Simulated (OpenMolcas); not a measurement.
## N I: effect of the basis set

| Item | Value |
| --- | --- |
| Program | OpenMolcas |
| Method | CASSCF |
| Active space | 5 electrons in 4 orbitals (2s 2p) |
| State averaging | 2S+1 = 4 odd, 1 root; 2S+1 = 2 odd, 8 roots; 2S+1 = 4 even, 3 roots |
| Spin-orbit coupling | RASSI with atomic mean-field integrals over the reference wave functions, term energies averaged over their components |

A. ANO-RCC-VDZP [3s2p1d], DKH2, point nucleus; cost about 9 core-seconds
B. ANO-L-VTZP [4s3p2d1f], non-relativistic, point nucleus; cost roughly 9 core-seconds
C. ANO-RCC-VTZP [4s3p2d1f], DKH2, point nucleus; cost of the order of 5 core-seconds
D. ANO-R2 [4s4p2d1f], X2C, finite nucleus; cost about 11 core-seconds
E. ANO-R3 [4s4p2d1f], X2C, finite nucleus; cost of the order of 7 core-seconds
F. ANO-RCC-VQZP [5s4p3d2f1g], DKH2, point nucleus; cost of the order of 7 core-seconds

Energies in cm-1 above 2s2 2p3 4S* 3/2, the measured ground level; measured values from NIST Handbook of Basic Atomic Spectroscopic Data.

```tsv
Level	A	B	C	D	E	F	Measured
2s2 2p3 4S* 3/2	0.0	0.0	0.0	0.0	0.0	0.0	0.0
2s2 2p3 2D* 3/2	23085	23053	23007	22996	22996	22997	19233
2s2 2p3 2D* 5/2	23086	23054	23008	22997	22997	22998	19224
2s2 2p3 2P* 3/2	30466	30371	30328	30287	30287	30306	28839
2s2 2p3 2P* 1/2	30468	30373	30330	30289	30289	30308	28839
2s 2p4 4P 5/2	90811	90586	90754	90685	90685	90747	88107
2s 2p4 4P 3/2	90872	90647	90815	90745	90745	90809	88151
2s 2p4 4P 1/2	90908	90683	90852	90782	90782	90845	88171
```

Deviations, from unrounded energies. A percentage is the sum of absolute deviations over the sum of measured energies, with the sign that they share, or ± where signs differ.

```tsv
Against measurement	Levels	A	B	C	D	E	F
mean absolute deviation (cm-1)	7	2700	2600	2600	2600	2600	2600
other terms of the ground configuration (%)	4	+11.4	+11.1	+11.0	+10.9	+10.9	+10.9
other configurations (%)	3	+3.1	+2.8	+3.0	+2.9	+2.9	+3.0
```

A, B, C, D, E, F lie about equally close to measurement. The largest miss of B in the table is 2s2 2p3 2D* 5/2, by +3800 cm-1. The ranking rests on the paired levels alone, and a cruder setting can come out closer through cancelling errors.

Among A to F the level of the table that moves most is 2s 2p4 4P 1/2, by 230 cm-1 (lowest in B, highest in A).

Without dynamic correlation excited terms often stand tens of per cent too high (terms of higher spin than the ground term too low), and those without a measured partner can miss by more than the paired ones. Measured partners are found by configuration, term and J. A level has none where our copy of the source lacks it or the pairing is in doubt (some pairs that miss far off the trend of their configuration count as doubtful), and it then counts in no deviation. Only configurations of the active space appear.

* marks odd parity.
